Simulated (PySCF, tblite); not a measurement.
Isomers of C7H8ClFO, one GFN2-xTB conformer each. Single-point energies are computed at PBE0/pcSseg-1 (PySCF, gas phase, no added dispersion term), electronic only.

Task: Rank them by PBE0/pcSseg-1 energy, lowest first (kcal/mol).
A. `[CH2:1]=[CH:2]/[C:3]([CH2:4][CH3:5])=[C:6](/[Cl:7])[C:8](=[O:9])[F:10]` with C1–C2–C3–C4 -10°, C2–C3–C4–C5 92°, C3–C6–C8–O9 -5°
B. `[CH2:1]=[CH:2]/[C:3]([Cl:4])=[C:5](/[CH2:6][CH3:7])[C:8](=[O:9])[F:10]` with C1–C2–C3–Cl4 16°, C3–C5–C6–C7 -88°, C3–C5–C8–O9 -160°

Result: B (0.0), A (2.3).

Neighbours under 2.5 kcal/mol apart (C=C/C(Cl)=C(/CC)C(=O)F and C=C/C(CC)=C(/Cl)C(=O)F) can change places with a better method, another conformer or zero-point energy. GFN2-xTB itself gives, in the same order: 0.0, 2.4. Both levels put the same isomer lowest.

Task: Which frontier levels, dipoles and rotational constants go with these structures?

Result: 
```
                SMILES  HOMO (eV, PBE0/pcSseg-1)  LUMO (eV)  dipole (D)       A, B, C (MHz)
C=C/C(Cl)=C(/CC)C(=O)F                     -7.49      -2.52        2.74  1407, 964.6, 618.4
C=C/C(CC)=C(/Cl)C(=O)F                     -7.36      -2.63        4.20  1463, 942.6, 606.6
```

Task: What happens when harmonic zero-point energies from GFN2-xTB frequencies are added?

Result: 
```json
{"SMILES": "C=C/C(Cl)=C(/CC)C(=O)F", "ZPE (kcal/mol)": "82.6", "electronic (kcal/mol)": "0.0", "with ZPE (kcal/mol)": "0.0"}
{"SMILES": "C=C/C(CC)=C(/Cl)C(=O)F", "ZPE (kcal/mol)": "82.7", "electronic (kcal/mol)": "2.3", "with ZPE (kcal/mol)": "2.4"}
```

The zero-point energies span 0.1 kcal/mol. The order is unchanged.
